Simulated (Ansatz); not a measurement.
Reaction (isomerisation): `N=C[SiH2]F` → `F[SiH]1CN1`

Calculated with Ansatz (gas phase, PBE0-D4/def2-TZVP geometries, no zero-point term in ΔE). CCSD(T)/CBS is the MP2 limit (def2-TZVPP, def2-QZVPP) plus CCSD(T) − MP2 in def2-TZVPP, frozen cores. DFT in def2-TZVPP. Each species was taken in one conformer, which may not be the lowest.

`N=C[SiH2]F`:

```xyz
8

N     1.508    0.858   -0.617
C     0.528    0.825    0.188
Si   -0.765   -0.541    0.231
F    -0.350   -1.570   -0.924
H     1.503    0.045   -1.240
H     0.453    1.660    0.897
H    -0.757   -1.259    1.529
H    -2.121   -0.018   -0.063
```

`F[SiH]1CN1`:

```xyz
8

F     0.814   -0.674   -1.928
Si    0.013    0.265   -0.920
C    -0.544   -0.426    0.667
N     0.569    0.594    0.624
H    -0.583    1.337   -1.732
H    -1.421   -0.117    1.231
H    -0.247   -1.455    0.878
H     1.399    0.477    1.179
```

Q: Is it downhill or uphill in electronic energy at CCSD(T)/CBS, and by how much? (An estimate is asked.)

A: Computed: Nearly level: ΔE = +1.1 kJ/mol.

Q: What do these levels give: revPBE-D4, PBE0-D4, BLYP, RPA@PBE/def2-TZVPP, SCS-MP2/def2-TZVPP, HF/def2-QZVPP? (An estimate is asked.)

A: The calculation gave: revPBE-D4 -0.1, PBE0-D4 -12.3, BLYP 15.7, RPA@PBE/def2-TZVPP 14.5, SCS-MP2/def2-TZVPP 4.1, HF/def2-QZVPP 23.2 kJ/mol.

Largest T1 diagnostic among the species: 0.012.

In def2-TZVPP, CCSD(T) changes the Hartree–Fock value by −17.8 kJ/mol (the triples alone add +0.4 kJ/mol) and MP2 by −32.1 kJ/mol. At CCSD(T), def2-SVP lies +26.6 kJ/mol from the extrapolated value and def2-TZVPP +5.3 kJ/mol.
